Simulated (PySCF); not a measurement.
Input of a response calculation (the driver script's job line, then coordinates in Å):

```
{"job": {"kind": "uv", "xc": "CAM-B3LYP", "basis": "def2-SVPD", "nstates": 8, "ntriplets": 3}, "charge": 0, "multiplicity": 1}
B     -2.482338     0.799523    -0.632508
N     -1.302884     0.108464    -0.124691
C     -0.381736    -0.443223     0.291053
C      0.803574    -1.073483     0.804939
C      1.965271    -0.087165     0.659756
O      2.409611     0.575495     1.549539
O      2.404837    -0.055782    -0.594586
H     -2.072018     1.820774    -1.091005
H     -2.960786     0.083022    -1.455108
H     -3.189040     0.966824     0.311864
H      0.667503    -1.316728     1.861707
H      1.021348    -1.976626     0.228999
H      3.112271     0.599391    -0.706279
```

The program printed:

```
coarse grid: 11304 points
cycle   1  E = -347.2394886853  dE =  1.394e+00  |g| = 1.052e+00  |ddm| = 8.828e+00
cycle   2  E = -346.8631434132  dE =  3.763e-01  |g| = 1.802e+00  |ddm| = 3.346e+00
cycle   3  E = -347.4831001628  dE = -6.200e-01  |g| = 2.050e-01  |ddm| = 2.336e+00
cycle   4  E = -347.4893550936  dE = -6.255e-03  |g| = 1.003e-01  |ddm| = 2.777e-01
cycle   5  E = -347.4912059930  dE = -1.851e-03  |g| = 1.389e-02  |ddm| = 1.173e-01
cycle   6  E = -347.4912462411  dE = -4.025e-05  |g| = 6.158e-03  |ddm| = 4.027e-02
cycle   7  E = -347.4912537115  dE = -7.470e-06  |g| = 3.176e-03  |ddm| = 1.654e-02
cycle   8  E = -347.4912556879  dE = -1.976e-06  |g| = 7.594e-04  |ddm| = 4.763e-03
final grid: 110472 points
cycle   9  E = -347.5626962284  dE = -3.079e-05  |g| = 2.515e-03  |ddm| = 1.143e-01
cycle  10  E = -347.5626962800  dE = -5.165e-08  |g| = 2.749e-03  |ddm| = 9.273e-03
cycle  11  E = -347.5626978205  dE = -1.540e-06  |g| = 7.421e-04  |ddm| = 4.479e-03
cycle  12  E = -347.5626979183  dE = -9.786e-08  |g| = 2.272e-04  |ddm| = 1.046e-03
cycle  13  E = -347.5626979278  dE = -9.496e-09  |g| = 9.197e-05  |ddm| = 3.855e-04
cycle  14  E = -347.5626979294  dE = -1.625e-09  |g| = 2.069e-05  |ddm| = 1.375e-04
cycle  15  E = -347.5626979295  dE = -1.039e-10  |g| = 1.171e-05  |ddm| = 4.215e-05
converged SCF energy = -347.5626979295

Static polarisability (au): isotropic 71.849, principal 58.319 59.476 97.752

Singlet excitations
state   eV       nm        f      main configurations
  1   5.6100    221.0   0.00591   H-1->L 0.49, H->L 0.15, H-1->L+3 0.13
  2   5.6751    218.5   0.02375   H-2->L 0.33, H->L 0.23, H-1->L 0.20
  3   5.9750    207.5   0.00445   H->L+2 0.47, H-2->L 0.17, H->L 0.09
  4   5.9931    206.9   0.00562   H->L+2 0.37, H-1->L+2 0.21, H-2->L 0.14
  5   6.9916    177.3   0.51598   H-1->L+2 0.44, H->L 0.37
  6   7.1141    174.3   0.03079   H->L+1 0.73, H->L+4 0.11, H->L+5 0.08
  7   7.1546    173.3   0.01707   H-1->L+1 0.63, H-1->L+4 0.17
  8   7.4980    165.4   0.00288   H-1->L+3 0.70, H-1->L 0.18

Triplet excitations (Tamm-Dancoff, eV): 4.9370 5.2698 5.3331
```

Level of theory: PySCF, TDDFT CAM-B3LYP/def2-SVPD, vertical, gas phase, core orbitals frozen in the response. Geometry: GFN2-xTB, one conformer, isolated molecule.

Problem. Give the mean polarisability in Å³.

Solution. 71.85 au × 0.148185 = 10.65 Å³.

Problem. Which orbital energies lie behind H and L?

Solution. HOMO -9.19 eV and LUMO -0.42 eV, a gap of 8.77 eV; state 1 differs from that by -3.16 eV.

Problem. What transition dipole goes with state 5?

Solution. |μ|² = 3f / (2ΔE) = 3 × 0.5160 / (2 × 0.2569) ≈ 3.012 au, so |μ| = 4.41 D.

Problem. What is the polarisability anisotropy, √(½[(α1 − α2)² + (α2 − α3)² + (α3 − α1)²])?

Solution. 38.87 au.

Problem. How many basis functions and electrons does this run hold?

Solution. 194 basis functions for 52 electrons in 26 doubly occupied orbitals.

Problem. Which species is it?

Solution. `C(#[N+][BH3-])CC(O)=O` (C3H6BNO2), point group C1.

The SCF starts on a coarse grid; the energy jumps when the final grid takes over, and dE counts afresh there. H and L stand for HOMO and LUMO.

Shape of the structure used: `[BH3-:1][N+:2]#[C:3][CH2:4][C:5](=[O:6])[OH:7]`: C3–C4–C5–O6 101°, H–O7–C5–C4 177°.
